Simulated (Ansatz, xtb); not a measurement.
GaBr (SMILES [Ga][Br]): the energy, rung by rung

GaBr: 2 atoms, total charge 0, spin state singlet. As SMILES, `[Ga][Br]`. The coordinates come from a PBE0-D4/def2-TZVP relaxation. The run starts from this shape.

```xyz
2

Ga    0.0000    0.0000    0.0138
Br    0.0000    0.0000    2.3881
```

Each level gives the adiabatic ionisation energy (to the doublet cation, no zero-point term) (eV). The values are calculated.

| level | kind | program | value (eV) | CPU time (all runs) |
| --- | --- | --- | --- | --- |
| GFN1-xTB | semi-empirical | xtb | 14.23 | under 2 s |
| HF/STO-3G | Hartree–Fock | Ansatz | 2.59 | 10 s |
| HF/3-21G | Hartree–Fock | Ansatz | 8.39 | 5.2 s |
| HF/6-31G* (Cartesian functions) | Hartree–Fock | Ansatz | 8.61 | 17 s |
| PBE/def2-SVP | GGA | Ansatz | 9.49 | 16 s |
| PBE-D3(BJ)/def2-TZVP | GGA | Ansatz | 9.47 | 25 s |
| B3LYP/6-31G* (Cartesian functions) | global hybrid | Ansatz | 9.69 | 27 s |
| MP2/6-31G* (Cartesian functions) | perturbation theory | Ansatz | 9.25 | 27 s |
| MP2/aug-cc-pVDZ | perturbation theory | Ansatz | 9.30 | 45 s |

All-electron rows without a relativistic Hamiltonian named are non-relativistic. Spin-orbit coupling, which can split open shells on such heavy atoms by tenths of an eV, is left out. The values span 2.59 to 14.23 eV. The xTB values lack the empirical shift that such differences need. In the correlated wave-function rows the outer d shell of Br, Ga is correlated, in sets not made for it. Without the sets that lack polarisation functions the rows with a basis span only 8.61 to 9.69 eV. CPU times are rough (shared hosts, several kinds of processor and program).
